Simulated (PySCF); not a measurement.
# What a mistake does to a calculation on BCH7NSi

These are calculations, not measurements. The program is PySCF 2.14.0, an open-source quantum chemistry code, run on an isolated molecule that a program drew, which may never have been made. The molecule is BCH7NSi (charge 0, doublet), drawn as the SMILES string `B[CH]N[SiH3]`.

Each row is a Hartree-Fock (HF) and frozen-core CCSD(T) single point in the cc-pV(D+d)Z basis, meant for a local HF minimum. Run 1 is clean. Each other run has one planted mistake out of seven kinds, and not every kind appears here: one electron removed, one electron added, multiplicity raised by two, geometry at a saddle point, minimal basis STO-3G, one bond length entered in bohr, all coordinates scaled. The reference is restricted for singlets and unrestricted otherwise, and also for a bond in bohr. Adding or removing an electron swaps singlet and doublet. Electrons count all cores. HOMO and LUMO are orbital energies over both spins, the gradient is its largest component, and the lowest frequency (negative if imaginary) is given only where the gradient is small. Bond lengths are over the 10 bonds as drawn. T1 is the CCSD diagnostic: over 0.02 (restricted) or 0.045 (unrestricted) a single reference is doubtful.

Geometry of the clean run:
```xyz
11
BCH7NSi, angstrom
B    -1.6139    2.4951    1.5809
C    -1.9267    1.9032    0.2239
N    -1.3506    0.7819   -0.3134
Si   -0.1269   -0.2471    0.4056
H    -0.7968    1.9862    2.3046
H    -2.1901    3.4857    1.9378
H    -2.6642    2.3640   -0.4266
H    -1.6771    0.5300   -1.2260
H    -0.6017   -0.8658    1.6588
H     0.1159   -1.2941   -0.6107
H     1.1222    0.4937    0.6701
```

```
run  electrons  basis functions  <S^2>  HOMO (eV)  LUMO (eV)  gradient (hartree/bohr)  lowest frequency (cm^-1)  mean bond (Å)  longest bond (Å)      T1  HF (hartree)  CCSD(T) (hartree)                          mistake
  1         39              100  0.757      -8.18       1.73                  1.9e-05                       179         1.3560             1.753  0.0183    -409.99951         -410.55146                         no fault
  2         39              100  0.757      -8.19       1.71                  1.1e-02                         -         1.3736             1.776  0.0192    -409.99779         -410.55202           all coordinates scaled
  3         40              100  0.000      -0.35       8.32                  7.4e-02                         -         1.3560             1.753  0.0128    -409.96917         -410.56560               one electron added
  4         39              100  1.350      -8.47       1.23                  2.0e-02                         -         1.4631             2.276  0.0645    -409.87480         -410.43448  one bond length entered in bohr
  5         38              100  0.000     -17.52      -5.85                  1.1e-01                         -         1.3560             1.753  0.0200    -409.74341         -410.28647                                ?
```

**Which mistake was planted in run 5, and what did it cost?**

It counts 38 electrons, one fewer than the clean run, at the same geometry and basis. So the mistake is: one electron removed. Subtracting run 1 and multiplying by 627.51 kcal/mol a hartree, the energy moved by 160.7 kcal/mol in HF and 166.3 kcal/mol in CCSD(T).

Cautions from the logs. Run 4: T1 is over the limit, so its CCSD(T) energy is less reliable.
